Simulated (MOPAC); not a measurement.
MOPAC input (PM7):

```
PM7 PRECISE GNORM=0.05 LET XYZ UHF MS=0.5 GEO-OK AUX(PRECISION=9) THREADS=1
HO2S

O    -0.58891700 1   -0.84155200 1   -0.85374300 1
S     0.17772200 1   -0.17737300 1    0.19048800 1
O     0.28230700 1    1.27050200 1    0.30006400 1
H    -0.39067200 1   -0.59362500 1    1.38162700 1
```

Output:

```
 *******************************************************************************
 **                                                                           **
 **                              MOPAC v23.2.5                                **
 **                                                                           **
 *******************************************************************************
 ** MOPAC's Digital Object Identifier: https://doi.org/10.5281/zenodo.6511958 **
 **                                                                           **
 ** Please cite the open-source release paper for use of this MOPAC version:  **
 ** J. E. Moussa and J. J. P. Stewart (2026)                                  **
 ** MOPAC: An open-source semiempirical molecular orbital program             **
 ** J. Open Source Softw., 11(119), 8025, https://doi.org/10.21105/joss.08025 **
 *******************************************************************************

                              PM7 CALCULATION RESULTS

 *******************************************************************************
 *  PM7        - The PM7 Hamiltonian to be used
 *  GEO-OK     - OVERRIDE INTERATOMIC DISTANCE AND OTHER SAFETY CHECKS
 *  UHF        - UNRESTRICTED HARTREE-FOCK CALCULATION
 *  MS=        - IN MECI, MAGNETIC COMPONENT OF SPIN =  0.5
 *  LET        - OVERRIDE SOME SAFETY CHECKS
 *  PRECISE    - TIGHTER CRITERIA TO BE USED
 *  XYZ        - CARTESIAN COORDINATE SYSTEM TO BE USED
 *  GNORM      - EXIT WHEN GRADIENT NORM DROPS BELOW 0.050
 *  AUX        - OUTPUT AUXILIARY INFORMATION
 *******************************************************************************
PM7 PRECISE GNORM=0.05 LET XYZ UHF MS=0.5 GEO-OK AUX(PRECISION=9) THREADS=1
 HO2S

   ATOM   CHEMICAL          X               Y               Z
  NUMBER   SYMBOL      (ANGSTROMS)     (ANGSTROMS)     (ANGSTROMS)

     1       O         -0.58891700  *  -0.84155200  *  -0.85374300  *
     2       S          0.17772200  *  -0.17737300  *   0.19048800  *
     3       O          0.28230700  *   1.27050200  *   0.30006400  *
     4       H         -0.39067200  *  -0.59362500  *   1.38162700  *

          CARTESIAN COORDINATES

    NO.       ATOM           X           Y           Z

     1         O         -0.5889     -0.8416     -0.8537
     2         S          0.1777     -0.1774      0.1905
     3         O          0.2823      1.2705      0.3001
     4         H         -0.3907     -0.5936      1.3816

 General Reference for PM7:
 "Optimization of Parameters for Semiempirical Methods VI: More Modifications to the
 NDDO Approximations and Re-optimization of Parameters", J. J. P. Stewart, J. Mol. Mod., 1:32, 19 (2013)
 https://link.springer.com/article/10.1007/s00894-012-1667-x

           Empirical Formula: H O2 S  =     4 atoms

      MOLECULAR POINT GROUP   :   Cs

          UHF CALCULATION, NO. OF ALPHA ELECTRONS =   10
                           NO. OF BETA  ELECTRONS =    9

          Geometry optimization using EF

          DIAGONAL MATRIX USED AS START HESSIAN

 CYCLE:     1  GRAD.:    66.105 HEAT: -53.35653
 CYCLE:     2  GRAD.:   148.021 HEAT: -49.06732
 CYCLE:     3  GRAD.:   221.378 HEAT: -43.36204
 CYCLE:     4  GRAD.:    82.459 HEAT: -51.56673
 CYCLE:     5  GRAD.:    78.266 HEAT: -54.24492
 CYCLE:     6  GRAD.:     4.367 HEAT: -56.30140
 CYCLE:     7  GRAD.:     3.754 HEAT: -56.30890
 CYCLE:     8  GRAD.:    28.545 HEAT: -56.15359
 CYCLE:     9  GRAD.:     0.252 HEAT: -56.31170
 CYCLE:    10  GRAD.:     0.076 HEAT: -56.31174
 CYCLE:    11  GRAD.:     0.018 HEAT: -56.31174

     GRADIENT =  0.01805 IS LESS THAN CUTOFF =  0.05000

 -------------------------------------------------------------------------------
 PM7 PRECISE GNORM=0.05 LET XYZ UHF MS=0.5 GEO-OK AUX(PRECISION=9) THREADS=1
 HO2S

     GEOMETRY OPTIMISED USING EIGENVECTOR FOLLOWING (EF).
     SCF FIELD WAS ACHIEVED

                              PM7 CALCULATION
                                                       MOPAC v23.2.5 Linux

          FINAL HEAT OF FORMATION =        -56.31174 KCAL/MOL =    -235.60833 KJ/MOL

          COSMO AREA              =         75.74 SQUARE ANGSTROMS
          COSMO VOLUME            =         57.98 CUBIC ANGSTROMS

          GRADIENT NORM           =          0.01805          =       0.00902 PER ATOM
          IONIZATION POTENTIAL    =          8.964383 EV
          ALPHA SOMO LUMO (EV)    =         -8.964  0.869
          BETA  SOMO LUMO (EV)    =        -11.555 -0.353
          NO. OF ALPHA ELECTRONS  =         10
          NO. OF BETA  ELECTRONS  =          9
          MOLECULAR WEIGHT        =         65.0667         POINT GROUP:  Cs

          MOLECULAR DIMENSIONS (Angstroms)

            Atom       Atom       Distance
            O     3    O     1     2.56908
            H     4    O     3     1.82110
            O     3    S     2     0.32539

          SCF CALCULATIONS        =         12

   ATOM   CHEMICAL          X               Y               Z
  NUMBER   SYMBOL      (ANGSTROMS)     (ANGSTROMS)     (ANGSTROMS)

     1       O         -0.56689329  *  -0.85713934  *  -0.85245815  *
     2       S          0.12638348  *  -0.15703529  *   0.19201408  *
     3       O          0.30760358  *   1.26280790  *   0.30567135  *
     4       H         -0.28966115  *  -0.61556977  *   1.34556000  *

                             CARTESIAN COORDINATES

   1    O       -0.566893292    -0.857139338    -0.852458154
   2    S        0.126383483    -0.157035287     0.192014082
   3    O        0.307603575     1.262807899     0.305671350
   4    H       -0.289661146    -0.615569766     1.345560001

           Empirical Formula: H O2 S  =     4 atoms

      MOLECULAR POINT GROUP   :   Cs

          ALPHA EIGENVALUES
 -30.48711 -28.67672 -21.19000 -16.05679 -14.61687 -14.46484 -12.13339 -11.94102
 -11.82804  -8.96438   0.86867   2.18849   2.47904   3.81527   4.20786   4.35852
   5.38443   6.08464

           BETA EIGENVALUES
 -29.79087 -28.11935 -20.46214 -15.68322 -14.34520 -13.82763 -11.75066 -11.71864
 -11.55529  -0.35346   1.38758   2.72879   3.40297   4.46643   4.61053   4.89043
   5.90493   6.46098

              NET ATOMIC CHARGES AND DIPOLE CONTRIBUTIONS

  ATOM NO.   TYPE          CHARGE      No. of ELECS.   s-Pop       p-Pop       d-Pop
    1          O          -0.770144        6.7701     1.89395     4.87620
    2          S           1.542757        4.4572     1.45085     2.38975     0.61664
    3          O          -0.770149        6.7701     1.89395     4.87620
    4          H          -0.002464        1.0025     1.00246
 DIPOLE           X         Y         Z       TOTAL
 POINT-CHG.     1.899    -2.657     3.430     4.736
 HYBRID        -0.900     0.448    -0.141     1.015
 SUM            0.999    -2.209     3.289     4.086

          ATOMIC ORBITAL ELECTRON POPULATIONS

     Atom    s        px        py        pz      x^2-y^2     xz        z^2       yz        xy
    1  O   1.89395   1.63837   1.63791   1.59992
    2  S   1.45085   0.87318   0.71593   0.80064   0.14183   0.05683   0.12204   0.15360   0.14233
    3  O   1.89395   1.70248   1.37576   1.79796
    4  H   1.00246

                    (SZ)    =    0.500000
                    (S**2)  =    0.756888

          ATOMIC ORBITAL SPIN POPULATIONS

    Atom   Total    s     px     py     pz   x^2-y^2  xz     z^2    yz     xy
         Atomic
    1  O  0.1310  0.003  0.150 -0.007 -0.015
    2  S  0.6155  0.181  0.261  0.020  0.004  0.061  0.000  0.019  0.000  0.071
    3  O  0.1310  0.003  0.051  0.065  0.012
    4  H  0.1225  0.122

 **********************
 *                    *
 * JOB ENDED NORMALLY *
 *                    *
 **********************

 == MOPAC DONE ==
```

The geometry given is a B3LYP-D3(BJ)/def2-TZVP minimum.
